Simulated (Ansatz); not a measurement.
Geometry optimisation, Ansatz 0.2.0, RKS PBE/def2-SVP.

input.yaml

```yaml
crystal:
  periodic: [false, false, false]
  atoms:
    - { symbol: Ge, position_ang: [0.0, 0.0, 0.0] }
    - { symbol: F, position_ang: [0.0, 0.0, 1.68] }
    - { symbol: H, position_ang: [1.4616, 0.0, -0.5162] }
    - { symbol: H, position_ang: [-0.73, 1.2648, -0.5162] }
    - { symbol: F, position_ang: [-0.7913, -1.3709, -0.5594] }
basis:
  gaussian: { orbitals: def2-SVP }
hamiltonian:
  xc: pbe
relax:
  f_tol: 0.02
  max_steps: 40
```

Command:

```bash
$ ansatz run input.yaml --threads 1 --pin off --max-ram 2048MiB --backend cpu --events-out ev --progress --plain --runs-dir out
```

Problem. Where does it end, and by what steps?

Solution. The forces met the threshold. After 3 steps the energy has fallen by 0.195 eV; Ge1 moved furthest, 0.08 Å.

```
step  energy less start (eV)  largest force component (eV/Å)  accepted
   0                  0.0000                           2.412       yes
   1                 -0.1557                           1.066       yes
   2                 -0.1947                           0.068       yes
   3                 -0.1951                           0.009       yes
```

```xyz
5
Properties=species:S:1:pos:R:3
Ge 0.034 0.058 -0.047
F 0.003 0.005 1.700
H 1.506 -0.058 -0.497
H -0.803 1.275 -0.497
F -0.800 -1.387 -0.571
```

The run took 5.6 s on 1 thread of Arm Neoverse V2 (shared host), peak memory 0.11 GiB.
